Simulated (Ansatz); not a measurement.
Molecule: CdTe, charge 0, multiplicity 1. 
Geometry from a B3LYP-D3(BJ)/def2-TZVP (Ansatz, a program for electronic structure) optimisation:
```
Cd
Te 1 2.5846
```

Basis-set convergence of Hartree-Fock and MP2 correlation energies (hartree) with Ansatz. Cores are frozen in the correlated levels unless marked. Spin-orbit coupling is left out. The frozen core is the preceding noble-gas configuration, with the filled d and f shells of earlier blocks. Past Kr the def2 sets carry scalar-relativistic core potentials.

The Hartree-Fock reference is unstable (checked in the largest basis), which strains HF and MP2. 

```tsv
basis	functions	E(HF)	E(corr, MP2)
def2-SVP	57	-433.82071	-0.37159
def2-TZVPP	106	-433.86874	-0.56618
def2-QZVPP	170	-433.87253	-0.62188
```

Extrapolating the two largest sets (X = 3 and 4) as X^-3: E(corr) = (64·(-0.62188) - 27·(-0.56618))/37 = -0.6625 Eh, an estimate of the basis-set limit. The largest set recovers 93.9 % of it, the smallest 56.1 %.
